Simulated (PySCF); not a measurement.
Vertical excitations of a molecule C4H4F2 from TDDFT-PBE/def2-SVPD (PySCF), as energy in eV (oscillator strength): 5.43 (0.565), 5.87 (0.000), 6.16 (0.017), 6.26 (0.000), 6.51 (0.000), 7.09 (0.001), 7.15 (0.000), 7.40 (0.000), 7.77 (0.001), 7.84 (0.000). Lowest triplet (TDA): 3.10 eV. Coordinates come from a PBE0-D3(BJ)/def2-SVP optimisation. Other conformers were not sampled.

Question: Pick the molecule that these values belong to.
(A) F/C=C\C=C/F
(B) C=C=CC(F)F
(C) C=CC=C(F)F
(D) C=C/C(F)=C/F

Answer: A, F/C=C\C=C/F
